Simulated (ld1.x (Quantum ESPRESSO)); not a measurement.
## Reading a pseudo-wave (aluminium)

Columns: radius, all-electron u(r) and pseudo u(r) of the 3s shell (level -7.81 eV) of aluminium in the configuration [Ne] 3s2 3p1; LDA (PZ), non-relativistic, TM scheme, ld1.x (Quantum ESPRESSO) 7.5.

| r (bohr) | all-electron | pseudo |
| --- | --- | --- |
| 0.125 | 0.0788 | 0.0258 |
| 0.250 | -0.1710 | 0.0527 |
| 0.375 | -0.2936 | 0.0821 |
| 0.500 | -0.2816 | 0.1151 |
| 0.625 | -0.1892 | 0.1532 |
| 0.750 | -0.0603 | 0.1975 |
| 0.875 | 0.0773 | 0.2491 |
| 1.000 | 0.2083 | 0.3082 |
| 1.125 | 0.3246 | 0.3734 |
| 1.250 | 0.4230 | 0.4416 |
| 1.375 | 0.5030 | 0.5078 |
| 1.500 | 0.5655 | 0.5660 |
| 1.625 | 0.6119 | 0.6119 |
| 1.750 | 0.6440 | 0.6440 |
| 1.875 | 0.6637 | 0.6637 |
| 2.000 | 0.6729 | 0.6729 |
| 2.125 | 0.6732 | 0.6732 |
| 2.250 | 0.6663 | 0.6663 |
| 2.375 | 0.6534 | 0.6534 |
| 2.500 | 0.6360 | 0.6360 |
| 2.625 | 0.6151 | 0.6151 |
| 2.750 | 0.5915 | 0.5915 |
| 2.875 | 0.5661 | 0.5661 |
| 3.000 | 0.5394 | 0.5394 |
| 3.125 | 0.5122 | 0.5122 |
| 3.250 | 0.4847 | 0.4847 |

Q: How many radial nodes do the two functions have?

A: The all-electron 3s function has n − l − 1 = 2; the pseudo-wave has 0, since the states of the same l below it are removed with the core.

Q: At about which radius was the pseudo-wave matched?

A: 1.70 bohr. The columns agree to 0.0005 from 1.50 bohr on; several derivatives are matched, so the curves merge somewhat inside the radius.

Q: Where does each function peak?

A: Outermost all-electron maximum near 2.12 bohr, pseudo maximum near 2.12 bohr (to the table’s step).

Q: Is the pseudo-wave norm-conserving?

A: Yes: the TM scheme keeps the norm inside the radius equal to the all-electron one, which fixes the energy derivative of the logarithmic derivative at the level.
